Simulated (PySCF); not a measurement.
PySCF 2.14 output of an unrestricted PBE0 calculation on a single atom or ion in cc-pVDZ-PP with ECP28MDF, with scalar relativity through the core potential:

```
SCF conv_tol = 1e-09
number electrons alpha = 9  beta = 6
    C. Adamo and V. Barone.,  J. Chem. Phys. 110, 6158 (1999)
    M. Ernzerhof and G. E. Scuseria.,  J. Chem. Phys. 110, 5029 (1999)
cycle= 1 E= -94.2046021339233  delta_E= -0.00316  |g|= 0.0288  |ddm|= 0.127
cycle= 2 E= -94.2046207151558  delta_E= -1.86e-05  |g|= 0.028  |ddm|= 0.0705
cycle= 3 E= -94.2048990869391  delta_E= -0.000278  |g|= 0.000799  |ddm|= 0.0352
cycle= 4 E= -94.2048996677966  delta_E= -5.81e-07  |g|= 9.21e-05  |ddm|= 0.00138
cycle= 5 E= -94.2048996773758  delta_E= -9.58e-09  |g|= 3.67e-06  |ddm|= 0.000211
cycle= 6 E= -94.2048996773833  delta_E= -7.45e-12  |g|= 2.12e-07  |ddm|= 7.67e-06
converged SCF energy = -94.2048996773833  <S^2> = 3.7517708  2S+1 = 4.0008853
```

The run itself started from symmetry-adapted Hartree-Fock orbitals and held the occupation by maximum overlap, on a logarithmic radial grid, so the iterations belong to that start.

Problem. Which element, charge and spin multiplicity is this?

Solution. Ru⁺ (ruthenium, charge +1), multiplicity 4; the state was [Kr] 4d7, high-spin 4F determinant.

Energies and moments cover only the electrons outside the core potential.
